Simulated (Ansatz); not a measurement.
The multiplicity is imposed and other spin states were not computed.

All values below come from PBE-D3(BJ)/def2-SVP in Ansatz (an electronic-structure program). No frequencies were computed at this level.

Ansatz 0.2 input:
```yaml
crystal:
  periodic: [false, false, false]
  atoms:
    - { symbol: Au, position_ang: [0.227443, -0.089846, 0.182017] }
    - { symbol: O, position_ang: [0.707241, 2.525356, 1.434142] }
    - { symbol: C, position_ang: [0.763424, 1.430236, 1.147436] }
    - { symbol: C, position_ang: [-0.58006, -1.40421, -0.970434] }
    - { symbol: N, position_ang: [-1.041284, -2.210286, -1.645842] }
basis:
  gaussian: { orbitals: def2-svp }
hamiltonian:
  xc: pbe
  dispersion: d3bj
relax:
  max_steps: 150
```

Output:

```
Functional definition: PBE
951 factors; their error is unknown
mean field evaluation 1: about -9287.2758 eV, gradient 5.7e1 eV
mean field evaluation 2: about -9113.2534 eV, gradient 2.1e2 eV
mean field evaluation 4: about -9291.8830 eV, gradient 3.9e1 eV
mean field evaluation 8: about -9294.9516 eV, gradient 5.1e-1 eV
mean field evaluation 16: about -9294.9198 eV, gradient 1.4e-3 eV
mean field -9294.91981047 eV, -341.5820027118 hartree, gradient 5.3e-5 eV, S^2 0.000000; 0 other end points of the search recorded, 0 dependent functions left out
reference -9294.91984610 eV, -341.5820040213 hartree; 23, 23 occupied and 65, 65 virtual orbitals, 951 factors
relax step   1: F+E_penalty+E_count = -9295.03222058 eV  Δ(F+E_penalty+E_count) = +0.000e0 eV  max|allowed force component| = 2.477e0 eV/Å  Δτ_max = 0.0000 Å  (29 SCF iters, accepted)
these checks for a lower state are left out or cut short: starts, cluster_reference, orbital_swaps, neighbouring_geometries, increment
951 factors; their error is unknown
mean field -9295.11465178 eV, -341.5891629979 hartree, gradient 2.4e-5 eV, S^2 0.000000; 0 other end points of the search recorded, 0 dependent functions left out
reference -9295.11468719 eV, -341.5891642994 hartree; 23, 23 occupied and 65, 65 virtual orbitals, 951 factors
relax step   2: F+E_penalty+E_count = -9295.22502461 eV  Δ(F+E_penalty+E_count) = -1.928e-1 eV  max|allowed force component| = 8.885e-1 eV/Å  Δτ_max = 0.1047 Å  (32 SCF iters, accepted)
these checks for a lower state are left out or cut short: starts, cluster_reference, orbital_swaps, neighbouring_geometries, increment
951 factors; their error is unknown
mean field evaluation 32: about -9295.1550 eV, gradient 3.3e-4 eV
mean field -9295.15502219 eV, -341.5906465831 hartree, gradient 1.8e-5 eV, S^2 0.000000; 0 other end points of the search recorded, 0 dependent functions left out
reference -9295.15505776 eV, -341.5906478904 hartree; 23, 23 occupied and 65, 65 virtual orbitals, 951 factors
relax step   3: F+E_penalty+E_count = -9295.26465477 eV  Δ(F+E_penalty+E_count) = -3.963e-2 eV  max|allowed force component| = 1.200e0 eV/Å  Δτ_max = 0.0899 Å  (38 SCF iters, accepted)
these checks for a lower state are left out or cut short: starts, cluster_reference, orbital_swaps, neighbouring_geometries, increment
951 factors; their error is unknown
mean field -9295.21161326 eV, -341.5927262665 hartree, gradient 1.8e-5 eV, S^2 0.000000; 0 other end points of the search recorded, 0 dependent functions left out
reference -9295.21164892 eV, -341.5927275771 hartree; 23, 23 occupied and 65, 65 virtual orbitals, 951 factors
relax step   4: F+E_penalty+E_count = -9295.32138424 eV  Δ(F+E_penalty+E_count) = -5.673e-2 eV  max|allowed force component| = 6.137e-1 eV/Å  Δτ_max = 0.1778 Å  (36 SCF iters, accepted)
these checks for a lower state are left out or cut short: starts, cluster_reference, orbital_swaps, neighbouring_geometries, increment
951 factors; their error is unknown
mean field -9295.21969043 eV, -341.5930230971 hartree, gradient 2.0e-5 eV, S^2 0.000000; 0 other end points of the search recorded, 0 dependent functions left out
reference -9295.21972614 eV, -341.5930244096 hartree; 23, 23 occupied and 65, 65 virtual orbitals, 951 factors
relax step   5: F+E_penalty+E_count = -9295.32932119 eV  Δ(F+E_penalty+E_count) = -7.937e-3 eV  max|allowed force component| = 2.447e-2 eV/Å  Δτ_max = 0.0654 Å  (31 SCF iters, accepted)
these checks for a lower state are left out or cut short: starts, cluster_reference, orbital_swaps, neighbouring_geometries, increment
951 factors; their error is unknown
mean field -9295.21973491 eV, -341.5930247319 hartree, gradient 1.6e-5 eV, S^2 0.000000; 0 other end points of the search recorded, 0 dependent functions left out
reference -9295.21977063 eV, -341.5930260445 hartree; 23, 23 occupied and 65, 65 virtual orbitals, 951 factors
relax step   6: F+E_penalty+E_count = -9295.32937425 eV  Δ(F+E_penalty+E_count) = -5.305e-5 eV  max|allowed force component| = 6.844e-3 eV/Å  Δτ_max = 0.0029 Å  (33 SCF iters, accepted)
these checks for a lower state are left out or cut short: starts, cluster_reference, orbital_swaps, neighbouring_geometries, increment
951 factors; their error is unknown
mean field -9295.21961065 eV, -341.5930201651 hartree, gradient 1.6e-5 eV, S^2 0.000000; 0 other end points of the search recorded, 0 dependent functions left out
reference -9295.21964636 eV, -341.5930214777 hartree; 23, 23 occupied and 65, 65 virtual orbitals, 951 factors
relax step   7: F+E_penalty+E_count = -9295.32924935 eV  Δ(F+E_penalty+E_count) = +1.249e-4 eV  max|allowed force component| = 9.818e-2 eV/Å  Δτ_max = 0.0103 Å  (31 SCF iters, rejected (line search))
these checks for a lower state are left out or cut short: starts, cluster_reference, orbital_swaps, neighbouring_geometries, increment
951 factors; their error is unknown
mean field evaluation 64: about -9295.2470 eV, gradient 6.2e-1 eV
mean field -9295.21976491 eV, -341.5930258341 hartree, gradient 1.6e-5 eV, S^2 0.000000; 0 other end points of the search recorded, 0 dependent functions left out
reference -9295.21980062 eV, -341.5930271467 hartree; 23, 23 occupied and 65, 65 virtual orbitals, 951 factors
relax step   8: F+E_penalty+E_count = -9295.32940374 eV  Δ(F+E_penalty+E_count) = -2.949e-5 eV  max|allowed force component| = 1.368e-2 eV/Å  Δτ_max = 0.0050 Å  (32 SCF iters, accepted)
these checks for a lower state are left out or cut short: starts, cluster_reference, orbital_swaps, neighbouring_geometries, increment
951 factors; their error is unknown
mean field -9295.21976945 eV, -341.5930260009 hartree, gradient 1.6e-5 eV, S^2 0.000000; 0 other end points of the search recorded, 0 dependent functions left out
reference -9295.21980516 eV, -341.5930273134 hartree; 23, 23 occupied and 65, 65 virtual orbitals, 951 factors
relax step   9: F+E_penalty+E_count = -9295.32940896 eV  Δ(F+E_penalty+E_count) = -5.225e-6 eV  max|allowed force component| = 5.139e-4 eV/Å  Δτ_max = 0.0018 Å  (33 SCF iters, accepted)
951 factors; their error is unknown
mean field evaluation 96: about -9295.2198 eV, gradient 1.4e-4 eV
mean field -9295.21976945 eV, -341.5930260009 hartree, gradient 1.6e-5 eV, S^2 0.000000; 1 other end points of the search recorded, 0 dependent functions left out
reference -9295.21980516 eV, -341.5930273134 hartree; 23, 23 occupied and 65, 65 virtual orbitals, 951 factors
Total energy: -9295.32944468 eV, -341.5970564914 hartree
Atom 0 at     0.023191     0.069163     0.042426 Å, force    -0.000514     0.000329    -0.000167 eV/Å
Atom 1 at     0.989338     2.494987     1.685507 Å, force     0.000041     0.000136     0.000078 eV/Å
Atom 2 at     0.630826     1.594515     1.075657 Å, force     0.000190    -0.000339    -0.000037 eV/Å
Atom 3 at    -0.598805    -1.490971    -1.014632 Å, force     0.000340    -0.000136     0.000195 eV/Å
Atom 4 at    -0.967786    -2.416443    -1.641639 Å, force    -0.000057     0.000010    -0.000069 eV/Å
Dipole moment:     0.384900     0.965586     0.654182 e Å
```

Cost: about 12 core-seconds (a rough figure).
